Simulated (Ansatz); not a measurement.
PbI2⁺. The state is a doublet with charge 1. Geometry PBE0-D4/def2-SVP, that of the neutral singlet; atoms count from 1.

```xyz
3

Pb   -0.6811   -0.1842    0.9679
I     0.6326   -2.0605   -0.6881
I     0.0485    2.2447   -0.2799
```

In the def2 sets I, Pb take a core potential; there is no spin–orbit coupling. The structure comes from a short search, and lower isomers may exist.

(1) Estimate the Mulliken populations from the PBE0/def2-TZVP orbitals of Ansatz.

(2) Where does the spin sit?

(3) And the Mayer bond orders between bonded heavy atoms (over 0.3)?

## Answers

(1) 
```csv
atom,charge (e),spin (α − β)
Pb1,0.81,-0.09
I2,0.10,0.54
I3,0.10,0.54
```
Mulliken values and Mayer orders depend strongly on the basis.

(2) Summed by element: Pb -0.09, I 1.09, of 1 unpaired in all. Largest on single atoms: I3 0.54, I2 0.54, Pb1 -0.09.

(3) Pb1–I2 0.97 (2.83 Å); Pb1–I3 0.97 (2.83 Å). Values over 0.3 also appear between atoms too far apart for a bond (I2–I3 0.42 at 4.36 Å); they arise where an orbital or an unpaired electron spreads over both atoms.
